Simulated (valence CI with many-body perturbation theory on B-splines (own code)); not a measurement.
Ce36+: key properties

Method: valence CI with perturbative core correlation (CI+MBPT): four valence electrons over a frozen Dirac-Fock core [Ar], radial functions for each j: 7 s, 7 p, 8 d, 6 f, 4 g, 1 h, with the one-electron correlation potential Σ1 (screened to all orders), the two-electron term Σ2, the three-electron term Σ3, Breit, model QED; selected single and double excitations, second order for the rest, scaled by the run's own slope (own B-spline code, finite nucleus).

No measured spectrum was set against this ion. As an estimate, large intervals hold to a few tenths of a per cent, small ones and those within an open d or f shell to about a per cent. Only levels of the ground parity were solved; by the run's estimate the other parity begins above the list, which can be wrong where configurations are misplaced.

Levels are named by their leading jj configuration (3d3/2^4 stands for four electrons in 3d with j = 3/2), which in mixed levels can hold well under half, so a name can repeat and another be missing.

Rates and lifetimes use the calculated energies. Strong lines usually hold to 10 to 20 %, long lifetimes can be off by a factor of two.

Q: What is the ground level?

A: (3d3/2^4) J=0, composition 54 % 3d4 3P + 36 % 3d4 5D + 10 % 3d4 1S.

Q: What is the ionisation energy?

A: 2501.1 eV; NIST lists 2500 ± 5 eV (theoretical).

Q: How well does LS coupling describe the low levels?

A: Among the lowest 20 levels the leading LS term, summed over configurations, holds 51 % on average. For single configurations the figures are 51 % in LS and 86 % in jj coupling. Terms mix most in the J = 4 level at 202190 cm⁻¹, where the leading one holds 31 %.
